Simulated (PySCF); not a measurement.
CHO$_{2}$ (SMILES O=C[O-]), charge -1, singlet, at a GFN2-xTB geometry. Base run: HF/6-31G* (PySCF).

PySCF was given this input:
```python
from pyscf import gto, scf

mol = gto.M(
    atom='''
O    -1.03999170   -0.46775065   -0.00405004
C    -0.07158051    0.29026371    0.00151333
O     1.13823216    0.06937908    0.00197307
H    -0.35644062    1.44539027    0.00753576
''',
    basis='6-31g*',
    charge=-1,
    verbose=4,
    symmetry=True,
)

mf = scf.RHF(mol)
mf.kernel()
mf.analyze()
```

Variants of this job, named by their change:

```csv
change,ΔE vs base (eV),point group used,SCF cycles
base,0.00,C2v,9
irrep_nelec = A1:14 A2:2 B2:8,33.75,C2v,11
symmetry = off,0.00,C1,9
irrep_nelec = A1:12 A2:2 B1:4 B2:6,17.76,C2v,11
irrep_nelec = A1:12 A2:4 B1:2 B2:6,71.36,C2v,11
irrep_nelec = A1:14 B1:2 B2:8,26.54,C2v,11
symmetry_subgroup = C2,0.00,C2,9
symmetry_subgroup = Cs,0.00,Cs,9
```
